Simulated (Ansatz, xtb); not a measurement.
Species: CoF2 (charge +1, quintet). The spin state was set by rule; other spins were not relaxed. SMILES: [F][Co+][F]
Structure (B3LYP-D3(BJ)/def2-TZVP (Ansatz, a first-principles code) minimum search):
```
Co
F 1 1.6733
F 1 1.6733 2 180.00
```
Charge +1, spin multiplicity 5.

Harmonic wavenumbers from GFN2-xTB (xtb, at its own minimum), cm⁻¹: 190, 190, 660, 851.

Give the harmonic wavenumbers at B3LYP-D3(BJ)/def2-TZVP (Ansatz, finite differences of forces, unscaled).

73, 73, 704, 884 cm⁻¹. Zero-point energy 2.5 kcal/mol.

From these and the geometry, give the ideal-gas thermochemistry at 298.15 K and 1 atm (rigid rotor, harmonic oscillator).

Point group D∞h, rotational symmetry number 2. Rotational constants 4.751, 4.751 GHz. S(trans) 39.63, S(rot) 14.87, S(vib) 8.57, S(elec, spin only) 3.20, S 66.3 cal/(mol K). H(298) - H(0) 3.17 kcal/mol; G - E(el) -14.1 kcal/mol.
